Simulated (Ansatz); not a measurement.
A nudged elastic band was laid between two geometries of AsH$_{7}$SSi$_{2}$ (11 atoms, charge 0, multiplicity 1).

These are results of RKS PBE0-D4/def2-SVP (Ansatz), not measurements.

```
movable images  : 9
climbing image  : yes
spring          : 5.0 eV/Å²
optimiser       : quadratic models (default)
start path      : through a guess of the saddle point
force threshold : 0.03 eV/Å
iteration limit : 45
end points      : relaxed
```

First end point:

```xyz
11
Properties=species:S:1:pos:R:3
Si -1.109 1.341 -0.281
Si -0.058 -0.569 0.572
S 1.108 0.100 2.259
As 1.385 -1.586 -1.020
H -1.948 0.940 -1.453
H -1.976 2.007 0.738
H -0.057 2.300 -0.739
H -1.064 -1.598 0.986
H 1.627 -1.115 2.546
H 1.874 -0.227 -1.512
H 0.283 -1.650 -2.076
```

Last end point:

```xyz
11
Properties=species:S:1:pos:R:3
Si -1.361 1.422 -0.252
Si -0.161 -0.487 0.384
S 1.211 0.190 1.906
As 0.851 -1.431 -1.548
H -2.415 1.033 -1.238
H -2.004 2.064 0.935
H -0.427 2.396 -0.895
H -1.091 -1.528 0.927
H 1.818 -1.006 2.076
H 1.720 -2.365 -0.709
H 1.924 -0.346 -1.566
```

Task: Which bonds break or form, and what moves?

Result: No bond is made or broken. The dihedral Si1–Si2–As4–H11 goes from -53 to 76°.

Task: What energy profile does the band end with?

Result: The forces met the threshold. The highest image is number 5 of 0 to 10, 1.5 kcal/mol above the first end and 1.4 kcal/mol above the last; the last end lies 0.1 kcal/mol above the first. A vibrational analysis at the climbing image gives one clearly imaginary mode, 117i cm⁻¹: a first-order saddle point.

| image | path coordinate (Å) | energy (kcal/mol) | dihedral Si1–Si2–As4–H11 (°) |
| --- | --- | --- | --- |
| 0 | 0.00 | 0.0 | -53 |
| 1 | 0.40 | 0.1 | -41 |
| 2 | 0.80 | 0.5 | -28 |
| 3 | 1.20 | 1.0 | -14 |
| 4 | 1.59 | 1.4 | -1 |
| 5 | 1.99 | 1.5 | 13 |
| 6 | 2.44 | 1.4 | 27 |
| 7 | 2.89 | 1.0 | 42 |
| 8 | 3.33 | 0.5 | 55 |
| 9 | 3.78 | 0.2 | 67 |
| 10 | 4.22 | 0.1 | 76 |

Task: What is the geometry of the highest image?

Result: 
```xyz
11
Properties=species:S:1:pos:R:3
Si -1.227 1.322 -0.290
Si -0.122 -0.573 0.525
S 1.257 0.153 2.019
As 0.932 -1.743 -1.280
H -2.144 0.900 -1.394
H -2.019 2.008 0.776
H -0.208 2.266 -0.842
H -1.092 -1.516 1.165
H 1.647 -1.071 2.443
H 2.302 -1.227 -0.858
H 0.739 -0.575 -2.244
```

Task: What are the harmonic wavenumbers there?

Result: 117i, 85, 105, 116, 134, 181, 316, 434, 478, 493, 535, 597, 646, 692, 759, 793, 868, 929, 932, 995, 2206, 2212, 2223, 2233, 2236, 2240, 2706 cm⁻¹.

The band took 15 iterations and roughly 17 core-minutes.

Run time: 8.9 min on 2 threads of Arm Neoverse V1 (shared host), peak memory 0.34 GiB.
